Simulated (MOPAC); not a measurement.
Input file for MOPAC: AM1 on H5NSeSi (SMILES N[Se][SiH3]), a point of a torsion scan.

```
AM1 1SCF PRECISE CHARGE=0 THREADS=1
H5NSeSi

N      1.75535413 1    -0.12741776 1    -0.01884773 1
Se     0.44774819 1    -0.04143903 1     1.34591407 1
Si     0.32755333 1    -2.23976020 1     1.90991894 1
H      2.53877978 1     0.45422682 1     0.27338428 1
H      2.10559340 1    -1.08026701 1    -0.07857765 1
H     -0.20613701 1    -3.01888203 1     0.79351458 1
H      1.68417609 1    -2.70362274 1     2.21142342 1
H     -0.53816975 1    -2.25787368 1     3.07671491 1
```

Output:

```
*******************************************************************************
 **                                                                           **
 **                              MOPAC v23.2.5                                **
 **                                                                           **
 *******************************************************************************
 ** MOPAC's Digital Object Identifier: https://doi.org/10.5281/zenodo.6511958 **
 **                                                                           **
 ** Please cite the open-source release paper for use of this MOPAC version:  **
 ** J. E. Moussa and J. J. P. Stewart (2026)                                  **
 ** MOPAC: An open-source semiempirical molecular orbital program             **
 ** J. Open Source Softw., 11(119), 8025, https://doi.org/10.21105/joss.08025 **
 *******************************************************************************

                              AM1 CALCULATION RESULTS

 *******************************************************************************
 *  AM1        - The AM1 Hamiltonian to be used
 *
 *
 *
 *                 CHARGE ON SYSTEM = 0
 *
 *
 *
 *  PRECISE    - TIGHTER CRITERIA TO BE USED
 *  1SCF       - DO 1 SCF AND THEN STOP
 *  THREADS=1  - MULTI-THREADING NOT USED
 *  T=         - A TIME OF 172800.0 SECONDS REQUESTED
 *  DUMP=N     - RESTART FILE WRITTEN EVERY 7200.0 SECONDS REQUESTED
 *******************************************************************************
AM1 1SCF PRECISE CHARGE=0 THREADS=1
 H5NSeSi

   ATOM   CHEMICAL          X               Y               Z
  NUMBER   SYMBOL      (ANGSTROMS)     (ANGSTROMS)     (ANGSTROMS)

     1       N          1.75535413  *  -0.12741776  *  -0.01884773  *
     2      Se          0.44774819  *  -0.04143903  *   1.34591407  *
     3      Si          0.32755333  *  -2.23976020  *   1.90991894  *
     4       H          2.53877978  *   0.45422682  *   0.27338428  *
     5       H          2.10559340  *  -1.08026701  *  -0.07857765  *
     6       H         -0.20613701  *  -3.01888203  *   0.79351458  *
     7       H          1.68417609  *  -2.70362274  *   2.21142342  *
     8       H         -0.53816975  *  -2.25787368  *   3.07671491  *



          CARTESIAN COORDINATES

    NO.       ATOM           X           Y           Z

     1         N          1.7554     -0.1274     -0.0188
     2        Se          0.4477     -0.0414      1.3459
     3        Si          0.3276     -2.2398      1.9099
     4         H          2.5388      0.4542      0.2734
     5         H          2.1056     -1.0803     -0.0786
     6         H         -0.2061     -3.0189      0.7935
     7         H          1.6842     -2.7036      2.2114
     8         H         -0.5382     -2.2579      3.0767

  H: (AM1): M.J.S. DEWAR ET AL, J. AM. CHEM. SOC. 107 3902-3909 (1985)
  N: (AM1): M.J.S. DEWAR ET AL, J. AM. CHEM. SOC. 107 3902-3909 (1985)
 Si: (AM1): M.J.S.DEWAR, C. JIE, ORGANOMETALLICS, 6, 1486-1490 (1987).
 Se: (AM1): J. J. P. STEWART, J. MOL. MOD., 10, 155-164 (2004)

           Empirical Formula: H5 N Se Si  =     8 atoms



      MOLECULAR POINT GROUP   :   C1


      RHF CALCULATION, NO. OF DOUBLY OCCUPIED LEVELS = 10


 -------------------------------------------------------------------------------
 AM1 1SCF PRECISE CHARGE=0 THREADS=1
 H5NSeSi



     1SCF WAS SPECIFIED, SO BFGS WAS NOT USED
     SCF FIELD WAS ACHIEVED


                              AM1 CALCULATION
                                                       MOPAC v23.2.5 Linux




          FINAL HEAT OF FORMATION =         26.53234 KCAL/MOL =     111.01132 KJ/MOL


          COSMO AREA              =        120.41 SQUARE ANGSTROMS
          COSMO VOLUME            =        110.85 CUBIC ANGSTROMS

          IONIZATION POTENTIAL    =          7.948140 EV
          HOMO LUMO ENERGIES (EV) =         -7.948 -1.805
          NO. OF FILLED LEVELS    =         10
          MOLECULAR WEIGHT        =        126.0917         POINT GROUP:  C1

          MOLECULAR DIMENSIONS (Angstroms)

            Atom       Atom       Distance
            H     8    H     4     4.96808
           Se     2    H     7     2.82530
            H     4    H     6     2.08921


          SCF CALCULATIONS        =          1





   ATOM   CHEMICAL          X               Y               Z
  NUMBER   SYMBOL      (ANGSTROMS)     (ANGSTROMS)     (ANGSTROMS)

     1       N          1.75535413  *  -0.12741776  *  -0.01884773  *
     2      Se          0.44774819  *  -0.04143903  *   1.34591407  *
     3      Si          0.32755333  *  -2.23976020  *   1.90991894  *
     4       H          2.53877978  *   0.45422682  *   0.27338428  *
     5       H          2.10559340  *  -1.08026701  *  -0.07857765  *
     6       H         -0.20613701  *  -3.01888203  *   0.79351458  *
     7       H          1.68417609  *  -2.70362274  *   2.21142342  *
     8       H         -0.53816975  *  -2.25787368  *   3.07671491  *

                             CARTESIAN COORDINATES

   1    N        1.755354130    -0.127417760    -0.018847730
   2   Se        0.447748190    -0.041439030     1.345914070
   3   Si        0.327553330    -2.239760200     1.909918940
   4    H        2.538779780     0.454226820     0.273384280
   5    H        2.105593400    -1.080267010    -0.078577650
   6    H       -0.206137010    -3.018882030     0.793514580
   7    H        1.684176090    -2.703622740     2.211423420
   8    H       -0.538169750    -2.257873680     3.076714910


           Empirical Formula: H5 N Se Si  =     8 atoms



      MOLECULAR POINT GROUP   :   C1


                  EIGENVALUES
 -32.14158 -19.97150 -16.85479 -15.82845 -13.90631 -12.99187 -12.72987 -11.09659
 -10.64827  -7.94814  -1.80494   0.02401   1.18736   1.34399   1.70660   4.20399
   5.14101


              NET ATOMIC CHARGES AND DIPOLE CONTRIBUTIONS

  ATOM NO.   TYPE          CHARGE      No. of ELECS.   s-Pop       p-Pop
    1          N          -0.351213        5.3512     1.68457     3.66665
    2         Se           0.019886        5.9801     1.97038     4.00973
    3         Si           0.434475        3.5655     0.90570     2.65983
    4          H           0.143655        0.8563     0.85635
    5          H           0.136016        0.8640     0.86398
    6          H          -0.124185        1.1242     1.12419
    7          H          -0.139996        1.1400     1.14000
    8          H          -0.118636        1.1186     1.11864
 DIPOLE           X         Y         Z       TOTAL
 POINT-CHG.     0.190     0.050     0.570     0.603
 HYBRID         1.180    -1.086     0.541     1.693
 SUM            1.369    -1.037     1.111     2.045


          ATOMIC ORBITAL ELECTRON POPULATIONS

     Atom    s        px        py        pz
    1  N   1.68457   1.17833   1.13203   1.35628
    2 Se   1.97038   1.47169   1.10757   1.43047
    3 Si   0.90570   0.87755   0.89609   0.88619
    4  H   0.85635
    5  H   0.86398
    6  H   1.12419
    7  H   1.14000
    8  H   1.11864

 **********************
 *                    *
 * JOB ENDED NORMALLY *
 *                    *
 **********************




 == MOPAC DONE ==
```

The run finished.

Cost: about 0.03 core-seconds (a rough figure).
